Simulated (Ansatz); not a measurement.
Ansatz (a quantum-chemistry and plane-wave program) input file for Al(Cl)2(SMe) (CH3AlCl2S), SMILES C[S][Al]([Cl])[Cl], B3LYP-D3(BJ)/def2-SVP. 

Ansatz 0.2 input:
```yaml
crystal:
  periodic: [false, false, false]
  atoms:
    - {symbol: Al, position_ang: [0.10848559, 0.02504454, 0.42045253]}
    - {symbol: Cl, position_ang: [0.07673142, -0.84482786, 2.24800819]}
    - {symbol: Cl, position_ang: [0.95634502, 1.83657114, 0.05168480]}
    - {symbol: S, position_ang: [-0.84267680, -1.10006549, -1.21966026]}
    - {symbol: C, position_ang: [-0.62180061, -0.01912958, -2.68776594]}
    - {symbol: H, position_ang: [-0.09875450, 0.89299639, -2.41647587]}
    - {symbol: H, position_ang: [-1.60738698, 0.21300532, -3.07743913]}
    - {symbol: H, position_ang: [-0.05283817, -0.57539131, -3.42558926]}
basis:
  gaussian:
    orbitals: def2-SVP
hamiltonian:
  xc: b3lyp
  dispersion: d3bj
relax: {f_tol: 0.002, max_steps: 200}
```

It prints:

```
WARN ansatz: RAYON_NUM_THREADS=1 ignored (pool sized by the plan → 1); use --threads N
Functional definition: B3LYP
integrals: 0.05 GiB planned
1014 factors; integrals over basis functions are off by at most 3.1e-4 eV
mean field: 0.47 GiB planned
mean field evaluation 1: about -43552.1500 eV, gradient 3.9e1 eV
mean field evaluation 2: about -43549.7561 eV, gradient 4.8e1 eV
mean field evaluation 4: about -43556.0528 eV, gradient 9.1e-1 eV
mean field evaluation 8: about -43556.0665 eV, gradient 1.9e-2 eV
mean field -43556.06654674 eV, -1600.6559222304 hartree, gradient 1.4e-5 eV, S^2 0.000000; 0 other end points of the search recorded, 0 dependent functions left out
the calculation of the forces begins
reference -43556.06680310 eV, -1600.6559316515 hartree; 36, 36 occupied and 65, 65 virtual orbitals, 1014 factors
relax step   1: F+E_penalty+E_count = -43556.51906602 eV  Δ(F+E_penalty+E_count) = +0.000e0 eV  max|allowed force component| = 1.529e0 eV/Å  Δτ_max = 0.0000 Å  (26 SCF iters, accepted)
these checks for a lower state are left out or cut short: starts, cluster_reference, orbital_swaps, neighbouring_geometries, increment
integrals: 0.05 GiB planned
1014 factors; integrals over basis functions are off by at most 3.2e-4 eV
mean field: 0.47 GiB planned
mean field evaluation 16: about -43556.1372 eV, gradient 5.1e0 eV
mean field -43556.19146094 eV, -1600.6605127426 hartree, gradient 6.9e-6 eV, S^2 0.000000; 0 other end points of the search recorded, 0 dependent functions left out
the calculation of the forces begins
reference -43556.19172089 eV, -1600.6605222955 hartree; 36, 36 occupied and 65, 65 virtual orbitals, 1014 factors
relax step   2: F+E_penalty+E_count = -43556.63601070 eV  Δ(F+E_penalty+E_count) = -1.169e-1 eV  max|allowed force component| = 1.991e-1 eV/Å  Δτ_max = 0.0730 Å  (28 SCF iters, accepted)
these checks for a lower state are left out or cut short: starts, cluster_reference, orbital_swaps, neighbouring_geometries, increment
integrals: 0.05 GiB planned
1014 factors; integrals over basis functions are off by at most 3.3e-4 eV
mean field: 0.47 GiB planned
mean field -43556.19197023 eV, -1600.6605314588 hartree, gradient 4.2e-6 eV, S^2 0.000000; 0 other end points of the search recorded, 0 dependent functions left out
the calculation of the forces begins
reference -43556.19222946 eV, -1600.6605409851 hartree; 36, 36 occupied and 65, 65 virtual orbitals, 1014 factors
relax step   3: F+E_penalty+E_count = -43556.63940553 eV  Δ(F+E_penalty+E_count) = -3.395e-3 eV  max|allowed force component| = 5.136e-2 eV/Å  Δτ_max = 0.0203 Å  (29 SCF iters, accepted)
these checks for a lower state are left out or cut short: starts, cluster_reference, orbital_swaps, neighbouring_geometries, increment
integrals: 0.05 GiB planned
1014 factors; integrals over basis functions are off by at most 3.3e-4 eV
mean field: 0.47 GiB planned
mean field evaluation 32: about -43556.1923 eV, gradient 2.8e-4 eV
mean field -43556.19233516 eV, -1600.6605448696 hartree, gradient 2.2e-5 eV, S^2 0.000000; 0 other end points of the search recorded, 0 dependent functions left out
the calculation of the forces begins
reference -43556.19259455 eV, -1600.6605544020 hartree; 36, 36 occupied and 65, 65 virtual orbitals, 1014 factors
relax step   4: F+E_penalty+E_count = -43556.63962465 eV  Δ(F+E_penalty+E_count) = -2.191e-4 eV  max|allowed force component| = 2.240e-2 eV/Å  Δτ_max = 0.0084 Å  (22 SCF iters, accepted)
these checks for a lower state are left out or cut short: starts, cluster_reference, orbital_swaps, neighbouring_geometries, increment
integrals: 0.05 GiB planned
1014 factors; integrals over basis functions are off by at most 3.3e-4 eV
mean field: 0.47 GiB planned
mean field -43556.19223285 eV, -1600.6605411098 hartree, gradient 6.8e-5 eV, S^2 0.000000; 0 other end points of the search recorded, 0 dependent functions left out
the calculation of the forces begins
reference -43556.19249215 eV, -1600.6605506390 hartree; 36, 36 occupied and 65, 65 virtual orbitals, 1014 factors
relax step   5: F+E_penalty+E_count = -43556.63966845 eV  Δ(F+E_penalty+E_count) = -4.380e-5 eV  max|allowed force component| = 1.185e-2 eV/Å  Δτ_max = 0.0031 Å  (20 SCF iters, accepted)
these checks for a lower state are left out or cut short: starts, cluster_reference, orbital_swaps, neighbouring_geometries, increment
integrals: 0.05 GiB planned
1014 factors; integrals over basis functions are off by at most 3.3e-4 eV
mean field: 0.47 GiB planned
mean field -43556.19221499 eV, -1600.6605404535 hartree, gradient 2.6e-5 eV, S^2 0.000000; 0 other end points of the search recorded, 0 dependent functions left out
the calculation of the forces begins
reference -43556.19247428 eV, -1600.6605499823 hartree; 36, 36 occupied and 65, 65 virtual orbitals, 1014 factors
relax step   6: F+E_penalty+E_count = -43556.63967397 eV  Δ(F+E_penalty+E_count) = -5.516e-6 eV  max|allowed force component| = 4.807e-3 eV/Å  Δτ_max = 0.0009 Å  (20 SCF iters, accepted)
these checks for a lower state are left out or cut short: starts, cluster_reference, orbital_swaps, neighbouring_geometries, increment
integrals: 0.05 GiB planned
1014 factors; integrals over basis functions are off by at most 3.3e-4 eV
mean field: 0.47 GiB planned
mean field -43556.19221613 eV, -1600.6605404954 hartree, gradient 3.3e-5 eV, S^2 0.000000; 0 other end points of the search recorded, 0 dependent functions left out
the calculation of the forces begins
reference -43556.19247543 eV, -1600.6605500244 hartree; 36, 36 occupied and 65, 65 virtual orbitals, 1014 factors
relax step   7: F+E_penalty+E_count = -43556.63967435 eV  Δ(F+E_penalty+E_count) = -3.838e-7 eV  max|allowed force component| = 1.267e-3 eV/Å  Δτ_max = 0.0015 Å  (20 SCF iters, accepted)
integrals: 0.05 GiB planned
1014 factors; integrals over basis functions are off by at most 3.3e-4 eV
mean field: 0.47 GiB planned
mean field -43556.19221613 eV, -1600.6605404954 hartree, gradient 3.3e-5 eV, S^2 0.000000; 1 other end points of the search recorded, 0 dependent functions left out
the calculation of the forces begins
reference -43556.19247543 eV, -1600.6605500244 hartree; 36, 36 occupied and 65, 65 virtual orbitals, 1014 factors
Total energy: -43556.63993365 eV, -1600.6769938107 hartree
Atom 0 at     0.078345    -0.017446     0.385122 Å, force    -0.000316    -0.000153    -0.000257 eV/Å
Atom 1 at     0.097845    -0.836612     2.311512 Å, force    -0.000085    -0.000035     0.000293 eV/Å
Atom 2 at     0.964392     1.859123     0.045570 Å, force     0.000184    -0.000014    -0.000133 eV/Å
Atom 3 at    -0.856335    -1.122329    -1.218648 Å, force     0.000516    -0.000534     0.000736 eV/Å
Atom 4 at    -0.620556    -0.018991    -2.683206 Å, force    -0.000263     0.001090    -0.001267 eV/Å
Atom 5 at    -0.091727     0.905934    -2.421245 Å, force    -0.000095    -0.000198     0.000104 eV/Å
Atom 6 at    -1.610751     0.227969    -3.088278 Å, force     0.000161    -0.000050     0.000096 eV/Å
Atom 7 at    -0.043109    -0.569445    -3.437613 Å, force    -0.000102    -0.000106     0.000427 eV/Å
Dipole moment:    -0.038319     0.097026    -0.389289 e Å
```

The run converged.
